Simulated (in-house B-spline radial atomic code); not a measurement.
## The ytterbium ion Yb⁺: [He] 2s2 (2p1/2)2 (2p3/2)3 3s2 3p6 3d10 4s2 4p6 4d10 4f14 5s2 5p6 6s2 (with a hole in an inner shell)

Computed with a radial B-spline atomic code at the basis-set limit: Dirac-Kohn-Sham PBE, spherical fractional occupations, Fermi nucleus of rms radius 5.3108 fm.

Effective charges: Z_r = [3n² - l(l+1)]/(2<r>) from the radius, Z_e = n√(-2ε) from the energy, and Slater's rules. Values are occupation-weighted means over j. An effective charge above Z reflects the relativistic contraction of the inner shells.

```csv
shell,electrons,ε (eV),<r> (bohr),Z_r,Z_e,Slater
1s,2,-61456,0.01966,76.31,67.21,69.70
2s,2,-10544,0.08239,72.83,55.68,66.20
2p,5,-9457.6,0.07279,68.69,52.73,66.20
3s,2,-2403.3,0.2142,63.01,39.87,59.60
3p,6,-2046.8,0.2128,58.73,36.80,59.60
3d,10,-1591.1,0.1927,54.48,32.44,49.85
4s,2,-484.01,0.4824,49.75,23.86,43.25
4p,6,-364.64,0.5099,45.11,20.71,43.25
4d,10,-200.54,0.5482,38.30,15.36,31.85
5s,2,-68.543,1.182,31.73,11.22,13.35
5p,6,-40.408,1.391,26.24,8.62,13.35
4f,14,-19.249,0.7167,25.11,4.76,20.45
6s,2,-10.955,3.294,16.40,5.38,3.85
```

The least bound orbital is 6s1/2 at -10.95 eV, and it is also the most diffuse (<r> = 3.294 bohr). The part-filled 2p shell lies below the filled 6s shell in orbital energy.

For the 1s electron the small component carries 6.9 % of the norm, the zero-frequency Breit interaction raises the level by 198.7 eV, self-energy by 124.4 eV, and vacuum polarisation lowers it by 22.17 eV.
